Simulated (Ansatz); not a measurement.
System: sum formula SnCl3F, charge 0, multiplicity 1. 
Structure (B3LYP-D3(BJ)/def2-TZVP (Ansatz, a program for electronic structure) minimum search):
```xyz
5

F     -0.0974    -0.1578     2.0597
Sn    -0.0076    -0.0123     0.1611
Cl    -1.8372    -1.1113    -0.6976
Cl     1.9602    -0.9975    -0.5094
Cl    -0.0491     2.2287    -0.3571
```
Charge 0, spin multiplicity 1.

Property: vertical triplet-singlet gap (E(triplet) - E(singlet); each state is the SCF solution reached for its spin; for the triplet the Hartree-Fock reference is unstable and T1 is 0.016), in kJ/mol. Cores are frozen in the correlated levels unless marked. UHF or UKS for open shells. Spin-orbit coupling is left out. Frozen are the shells of the preceding noble gas and the d and f shells that filled before the atom's block. In def2 rows, elements after Kr have scalar-relativistic effective core potentials.  The program attaches cautions to a run behind CCSD/def2-TZVPPD: other roots. The program attaches cautions to a run behind CCSD(T)/def2-SVPD: other roots.

```tsv
level	program	vertical triplet-singlet gap (kJ/mol)
RI-HF/def2-TZVPPD	Ansatz	527.0
RI-HF/def2-QZVPPD	Ansatz	528.5
SVWN5/def2-TZVPD	Ansatz	393.5
PBE/def2-TZVPD	Ansatz	403.1
B3LYP/def2-TZVPD	Ansatz	444.7
BHLYP/def2-TZVPD	Ansatz	513.3
RI-MP2/def2-QZVPPD	Ansatz	588.6
CCSD/def2-TZVPPD	Ansatz	586.1
CCSD(T)/def2-SVPD	Ansatz	549.9
```
